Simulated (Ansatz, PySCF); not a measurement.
Gas-phase reaction (SMILES): CO[Si](N)(N)N + [H][H] (H2) → N[SiH](N)N + CO (CH4O) [methanol]; hydrogen cleaves one Si-O bond, a model of a ligand-exchange step.

Geometries: B3LYP-D3(BJ)/def2-TZVP minima from Ansatz (a first-principles code), one conformer each, not searched for the lowest. Valence correlation only, unless marked. Spin-orbit coupling is left out. No relativistic terms. CBS marks a two-point X^-3 extrapolation of the correlation energy; Hartree-Fock from the larger set. [CCSD(T)-MP2]/basis is that difference in the basis named. Thermal terms are rigid-rotor harmonic-oscillator values from B3LYP-D3(BJ) frequencies (Ansatz or PySCF) at 298.15 K and 1 atm. 1 Eh = 627.5095 kcal/mol.

| species | E, RI-MP2/CBS(cc-pV(T+d)Z,cc-pV(Q+d)Z)+[CCSD(T)-MP2]/cc-pV(T+d)Z (Ansatz) (Eh) | E, B3LYP-D3(BJ)/def2-TZVPD (Ansatz + dftd3) (Eh) | H - E (Eh) | G - E (Eh) |
|---|---|---|---|---|
| CO[Si](N)(N)N | -571.97813 | -572.82756 | 0.13270 | 0.08811 |
| [H][H] (H2) | -1.17529 | -1.17983 | 0.01336 | -0.00144 |
| N[SiH](N)N | -457.50072 | -458.18889 | 0.09539 | 0.05865 |
| CO (CH4O) | -115.61425 | -115.78119 | 0.05533 | 0.02827 |

Task: Work out ΔE and ΔH, ΔG, ΔS and the equilibrium constant at 298.15 K at the first level, then ΔH at the second.

Result: 
1. ΔE = [(-457.50072) + (-115.61425)] - [(-571.97813) + (-1.17529)] = 0.03845 Eh = 24.1 kcal/mol at RI-MP2/CBS(cc-pV(T+d)Z,cc-pV(Q+d)Z)+[CCSD(T)-MP2]/cc-pV(T+d)Z.
2. The terms H - E add up to 0.00466 Eh, so ΔH = (0.03845 + (0.00466))×627.5095 = 27.1 kcal/mol.
3. The terms G - E add up to 0.00025 Eh, so ΔG = 24.3 kcal/mol, and ΔS = (0.00466 - (0.00025))×627509.5/298.15 = 9.3 cal/(mol K).
4. log10 K = -ΔG/(RT ln 10) = -17.8, with RT ln 10 = 1.3642 kcal/mol.
5. At B3LYP-D3(BJ)/def2-TZVPD the same steps give ΔE = 23.4 and ΔH = 26.3 kcal/mol, a shift of -0.8 from the first level.
6. These values are not checked against measurement here, since the tables used lack a sound gas-phase enthalpy of formation for at least one species.
